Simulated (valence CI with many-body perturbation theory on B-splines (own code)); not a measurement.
# Os25+: calculated level list

Level of theory: configuration interaction combined with many-body perturbation theory (CI+MBPT): five valence electrons over a frozen Dirac-Fock core [Kr] 4d10, radial functions for each j: 7 s, 7 p, 7 d, 7 f, 4 g, 2 h, with the one-electron correlation potential Σ1, the two-electron term Σ2, the three-electron term Σ3, Breit, model QED; selected CI, second order for the rest, scaled by the run's own slope (own B-spline code, finite nucleus).

No measured spectrum was set against this ion. As an estimate, terms of the open shell hold to a few per cent of their energy, and close levels can change places. Among the levels kept, up to 990 cm⁻¹ of a level comes from second order outside the variational space, and about a tenth of that is noise between levels of different J, which matters for small intervals. Only levels of the ground parity were solved; by the run's estimate the other parity begins above the list, which can be wrong where configurations are misplaced.

Levels 1 to 45 of 194, with energies above the lowest level, 4f⁵ ⁶H°_5/2. "Leading %" is the weight of the configuration and term that name the level; weights of strongly mixed levels are sums over their largest components and can fall short. Lifetimes count E1, E2, E3, M1 and M2 decay at the calculated energies, and are blank where another channel may lead or the interval is too uncertain; long ones can be off by a factor of two.

```csv
No.,Configuration,Term,J,E (eV),Leading %,Lifetime,Second component,g
1,4f⁵,⁶H°,5/2,0.000,64,,26 % 4f⁵ ⁴G°,0.427
2,4f⁵,⁶H°,7/2,1.630,79,6.33 ms,16 % 4f⁵ ⁴G°,0.864
3,4f⁵,⁶H°,9/2,3.028,85,7.68 ms,7 % 4f⁵ ⁴G°,1.065
4,4f⁵,⁶F°,5/2,3.293,45,4.82 ms,19 % 4f⁵ ⁴F°,1.121
5,4f⁵,⁶F°,3/2,3.388,67,14.5 ms,18 % 4f⁵ ⁴F°,0.963
6,4f⁵,⁶F°,1/2,3.571,81,2.39 s,16 % 4f⁵ ⁴D°,-0.523
7,4f⁵,⁶H°,11/2,4.167,81,15.0 ms,10 % 4f⁵ ⁴I°,1.168
8,4f⁵,⁶F°,7/2,4.706,66,7.05 ms,17 % 4f⁵ ⁴F°,1.314
9,4f⁵,⁶H°,13/2,5.073,69,39.8 ms,20 % 4f⁵ ⁴I°,1.216
10,4f⁵,⁶H°,15/2,5.508,39,813 ms,27 % 4f⁵ ⁴I°,1.175
11,4f⁵,⁶F°,9/2,6.013,74,14.1 ms,10 % 4f⁵ ⁴F°,1.373
12,4f⁵,⁶F°,5/2,6.658,38,724 μs,18 % 4f⁵ ²F°,0.949
13,4f⁵,⁴M°,15/2,7.194,44,6.57 ms,26 % 4f⁵ ⁶H°,1.004
14,4f⁵,⁶F°,11/2,7.202,72,27.6 ms,21 % 4f⁵ ⁴G°,1.386
15,4f⁵,⁴F°,3/2,7.630,73,1.08 ms,20 % 4f⁵ ⁶F°,0.565
16,4f⁵,⁴I°,9/2,8.057,65,1.20 ms,19 % 4f⁵ ²H°,0.823
17,4f⁵,⁴L°,13/2,8.082,44,2.75 ms,23 % 4f⁵ ⁴K°,0.940
18,4f⁵,⁴K°,11/2,8.168,50,1.66 ms,23 % 4f⁵ ⁴I°,0.907
19,4f⁵,⁴P°,5/2,8.547,32,1.21 ms,22 % 4f⁵ ⁶P°,1.373
20,4f⁵,⁴G°,7/2,8.701,46,953 μs,16 % 4f⁵ ⁶F°,1.049
21,4f⁵,⁴M°,17/2,9.086,65,4.11 ms,17 % 4f⁵ ⁴L°,1.006
22,4f⁵,²P°,1/2,9.526,65,1.08 ms,20 % 4f⁵ ⁴D°,0.416
23,4f⁵,⁶P°,3/2,9.907,50,3.87 ms,35 % 4f⁵ ⁴P°,1.961
24,4f⁵,⁴L°,15/2,10.201,39,2.80 ms,30 % 4f⁵ ⁴K°,1.008
25,4f⁵,⁴G°,9/2,10.202,51,2.56 ms,29 % 4f⁵ ⁴H°,1.087
26,4f⁵,⁴M°,19/2,10.400,64,27.1 ms,16 % 4f⁵ ⁴L°,1.062
27,4f⁵,⁴F°,5/2,10.617,56,804 μs,26 % 4f⁵ ⁴G°,0.903
28,4f⁵,⁴H°,7/2,10.815,41,1.20 ms,33 % 4f⁵ ²G°,0.832
29,4f⁵,⁴H°,11/2,10.901,38,4.05 ms,19 % 4f⁵ ⁴G°,1.113
30,4f⁵,⁴K°,13/2,10.953,42,1.95 ms,28 % 4f⁵ ⁴L°,0.944
31,4f⁵,²K°,15/2,10.957,27,1.07 ms,17 % 4f⁵ ⁶H°,1.067
32,4f⁵,²G°,9/2,11.006,24,1.09 ms,23 % 4f⁵ ⁴I°,1.057
33,4f⁵,⁴M°,21/2,11.024,58,412 ms,33 % 4f⁵ ²N°,1.091
34,4f⁵,⁴L°,17/2,11.427,41,29.6 ms,29 % 4f⁵ ²M°,1.029
35,4f⁵,⁴I°,11/2,11.547,51,793 μs,31 % 4f⁵ ⁴K°,0.933
36,4f⁵,⁴D°,7/2,11.580,44,1.43 ms,32 % 4f⁵ ⁶P°,1.443
37,4f⁵,⁴I°,13/2,11.644,42,1.49 ms,29 % 4f⁵ ²K°,1.034
38,4f⁵,⁶P°,5/2,11.908,38,1.08 ms,19 % 4f⁵ ⁴D°,1.433
39,4f⁵,⁴H°,13/2,12.069,42,1.49 ms,17 % 4f⁵ ²I°,1.118
40,4f⁵,⁴D°,3/2,12.351,51,761 μs,12 % 4f⁵ ⁶P°,1.335
41,4f⁵,⁴H°,9/2,12.550,29,936 μs,24 % 4f⁵ ⁴G°,1.038
42,4f⁵,⁴G°,7/2,12.592,55,606 μs,20 % 4f⁵ ⁴H°,0.954
43,4f⁵,⁴F°,7/2,12.653,48,1.20 ms,17 % 4f⁵ ⁴G°,1.159
44,4f⁵,⁴K°,17/2,12.863,56,1.77 ms,22 % 4f⁵ ⁴M°,1.096
45,4f⁵,⁴G°,5/2,12.991,74,1.12 ms,11 % 4f⁵ ²F°,0.686
```

Names give the largest LS component (configuration and term), which can be under half, so a name can repeat, a term be missing and a line seem to break the LS rules; names also repeat where a configuration has a term twice.

Where two levels of one J and parity lie close, their mixing, g and order are uncertain.

The ionisation energy to 4f⁴ ⁵I4 of the next ion comes out as 792.3 eV (NIST: 820 ± 40 eV (theoretical)). All 194 levels together are meant to be complete up to 39.383 eV.
